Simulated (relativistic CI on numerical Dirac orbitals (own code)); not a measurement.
## Excitation temperature from two lines of P I

Problem. In an optically thin plasma whose excited levels follow a Boltzmann distribution, the energy emitted in P I 2535.61 Å and 2154.08 Å has the ratio 2.31 (an assumed reading, corrected for the detector). Tabulated data (NIST Handbook of Basic Atomic Spectroscopic Data): upper levels 58174.4 and 65157.1 cm⁻¹, g = 4 and 6, A = 9.50 × 10^7 and 5.80 × 10^7 s⁻¹. Calculate the temperature, its uncertainty for 15 % in the ratio of intensities and A values together, and the strength of these other lines with tabulated A (λ in Å, g, A, upper level): 2136.18, 4, 2.83 × 10^8, 58174.4; 2149.14, 2, 3.18 × 10^8, 57876.6; 2553.25, 2, 7.10 × 10^7, 57876.6; 2135.47, 4, 2.11 × 10^7, 58174.4.

Working.
1. The emitted power of a line is proportional to (gA/λ) exp(−E/kT), so I₁/I₂ = (g₁A₁λ₂/g₂A₂λ₁) exp[(E₂ − E₁)/kT].
2. The prefactor is 0.9277 and E₂ − E₁ = 6982.8 cm⁻¹ = 0.866 eV.
3. kT = (E₂ − E₁)/ln(2.31/0.9277) = 6982.8/0.9123 = 7654 cm⁻¹ = 0.949 eV, or T = 11010 K.
4. δT/T = (kT/ΔE) × 15 % = 16.4 %; lines whose upper levels lie far apart give the better thermometer.
5. Other lines relative to the first: 2136.18 Å: 3.5, 2149.14 Å: 2.1, 2553.25 Å: 0.39, 2135.47 Å: 0.26.

Remark. Dense plasmas such as arcs and laser-ablation plumes come near a Boltzmann distribution among excited levels, though their strong lines may be self-absorbed. Low-pressure etch and deposition plasmas, at 10¹⁰ to 10¹³ electrons per cm³, do not: there the number found is an excitation temperature of these levels and not the electron temperature.
